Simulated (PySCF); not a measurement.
**Relaxation of triplet RuSI₂**

These are results of PySCF, UPBE, basis Ru def2-SVP with ECP28, S def2-SVP, I def2-SVP with ECP28 (scalar-relativistic core potentials, no spin–orbit coupling, density fitting), not measurements. A (50,194) grid was used.

A hand-made trigonal pyramidal start, of Cs symmetry, held to at least that symmetry:

```xyz
4
charge 0 multiplicity 3, angstrom
Ru   -0.2971   -0.5146   -0.8735
S    -1.2154   -2.1051    0.1030
I     1.9809   -0.5146    0.3377
I    -1.4361    1.4582    0.3377
```

**Question.** What does it relax to?

**Answer.** It ends at Cs with Ru–I 2.527 Å (×2), Ru–S 2.063 Å; I–Ru–I 128.6°, I–Ru–S 115.7° (×2) (after a last refinement on a finer grid). The frequency run here used a shortcut that can spoil soft modes, so no verdict on minimum or saddle point is given.

**Question.** How much energy is released, and in how many steps?

**Answer.** 35.3 kJ/mol in 15 steps.

Other spin states or occupations of the open shell can lie lower. Spin–orbit coupling, left out here, can matter for elements this heavy.

The relaxation took roughly 3 core-minutes on a shared host.
